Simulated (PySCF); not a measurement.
Run record for `CC#C[Si](N)(N)[SeH]`: BLYP/def2-SVPD, grid level 3, TDA, 12 singlets.

Method: TDA BLYP/def2-SVPD, vertical, gas phase, core orbitals frozen in the response (PySCF 2.14.0, density-fitted response routines). Geometry: GFN2-xTB. A driver script takes a list of jobs; this job's settings line and coordinates (Å) are shown.

Command:
```bash
OMP_NUM_THREADS=1 python probes_run.py task.json out
```

Input:
```
{"job": {"kind": "uv", "xc": "BLYP", "basis": "def2-SVPD", "nstates": 12, "ntriplets": 0, "tda": true, "grid": 3}, "charge": 0, "multiplicity": 1}
C      3.122993    -0.237406    -0.962712
C      1.718965    -0.157446    -0.634195
C      0.542171    -0.098617    -0.383156
Si    -1.233520     0.040770     0.111683
N     -2.107523     0.449146    -1.312381
N     -2.053447    -1.298283     0.803542
Se    -1.312135     1.608003     1.853133
H      3.537006    -1.175068    -0.593060
H      3.659443     0.592559    -0.503272
H      3.256069    -0.192068    -2.043310
H     -1.715110     1.134263    -1.936381
H     -3.104039     0.574877    -1.236112
H     -1.862846    -1.537490     1.762790
H     -2.174693    -2.125128     0.244258
H     -0.277747     2.429876     1.301605
```

Output:
```
coarse grid: 59304 points
cycle   1  E = -2918.9561418564  dE = -1.997e-01  |g| = 8.690e-01  |ddm| = 1.162e+01
cycle   2  E = -2918.5605480994  dE =  3.956e-01  |g| = 1.517e+00  |ddm| = 4.820e+00
cycle   3  E = -2919.1058211940  dE = -5.453e-01  |g| = 3.113e-01  |ddm| = 3.247e+00
cycle   4  E = -2919.1285168643  dE = -2.270e-02  |g| = 1.512e-01  |ddm| = 7.445e-01
cycle   5  E = -2919.1331855074  dE = -4.669e-03  |g| = 6.710e-02  |ddm| = 3.156e-01
cycle   6  E = -2919.1343254050  dE = -1.140e-03  |g| = 1.449e-02  |ddm| = 1.069e-01
cycle   7  E = -2919.1343629235  dE = -3.752e-05  |g| = 3.228e-03  |ddm| = 4.412e-02
cycle   8  E = -2919.1343653730  dE = -2.449e-06  |g| = 1.049e-03  |ddm| = 7.329e-03
final grid: 188232 points
cycle   9  E = -2919.1342696321  dE =  5.916e-07  |g| = 2.109e-03  |ddm| = 2.416e-02
cycle  10  E = -2919.1342654869  dE =  4.145e-06  |g| = 4.717e-03  |ddm| = 9.489e-03
cycle  11  E = -2919.1342704922  dE = -5.005e-06  |g| = 7.560e-04  |ddm| = 6.771e-03
cycle  12  E = -2919.1342706388  dE = -1.466e-07  |g| = 8.154e-05  |ddm| = 1.115e-03
cycle  13  E = -2919.1342706404  dE = -1.625e-09  |g| = 1.457e-05  |ddm| = 1.371e-04
cycle  14  E = -2919.1342706405  dE = -4.502e-11  |g| = 3.820e-06  |ddm| = 3.413e-05
converged SCF energy = -2919.1342706405

Static polarisability (au): isotropic 114.821, principal 92.236 110.237 141.991

Singlet excitations
state   eV       nm        f      main configurations
  1   4.4780    276.9   0.00288   H->L 0.97
  2   4.7211    262.6   0.01446   H->L+1 0.96
  3   4.8471    255.8   0.04730   H->L+2 0.96
  4   5.2828    234.7   0.00214   H->L+3 0.97
  5   5.4496    227.5   0.00580   H-1->L 0.53, H->L+4 0.23, H-2->L 0.11
  6   5.4673    226.8   0.00477   H-2->L 0.76, H->L+4 0.11
  7   5.4974    225.5   0.00588   H->L+4 0.57, H-1->L 0.20, H-1->L+2 0.15
  8   5.6003    221.4   0.00193   H-1->L+1 0.91
  9   5.7403    216.0   0.02282   H-2->L+2 0.39, H-1->L+2 0.39, H->L+5 0.16
 10   5.7672    215.0   0.00571   H-3->L 0.57, H-2->L+1 0.33
 11   5.7872    214.2   0.02740   H-2->L+2 0.47, H->L+5 0.41
 12   5.8645    211.4   0.06311   H->L+5 0.28, H->L+6 0.14, H-1->L+2 0.13
```

The SCF starts on a coarse grid where the log names one; the energy can jump when the final grid takes over, and dE then counts from the start density on the new grid. H and L stand for HOMO and LUMO; the number after each pair is its weight.

**Question.** Which computed singlet has the largest oscillator strength, and what do all of them sum to?

**Answer.** State 12 at 5.86 eV (211 nm), f = 0.063; the 12 states sum to 0.204.

**Question.** Give the mean polarisability as a volume in Å³, and the ratio of the largest to the smallest principal value.

**Answer.** 114.821 au × 0.148185 = 17.01 Å³; 141.991/92.236 = 1.54.

In short: SCF converged in 14 cycles with 229 basis and 974 fitting functions; HOMO -5.15 eV, LUMO -0.73 eV; lowest singlet 4.48 eV; mean polarisability 114.8 au.

 The BLYP/def2-SVPD calculation is non-relativistic and has no spin–orbit coupling, an omission that weighs most on selenium.

The run took 46 s on one thread, Arm Neoverse V2 (aarch64), no GPU, shared host with 32 logical CPUs at a one-minute load of 18, and the process peaked at 0.73 GiB of memory.

Conformer computed: `[CH3:1][C:2]#[C:3][Si:4]([NH2:5])([NH2:6])[SeH:7]`: H–N5–Si4–C3 -42°, H–N5–Si4–C3 180°, H–N6–Si4–C3 76°, H–N6–Si4–C3 -64°, H–Se7–Si4–C3 36°.

One conformer stands for the species.
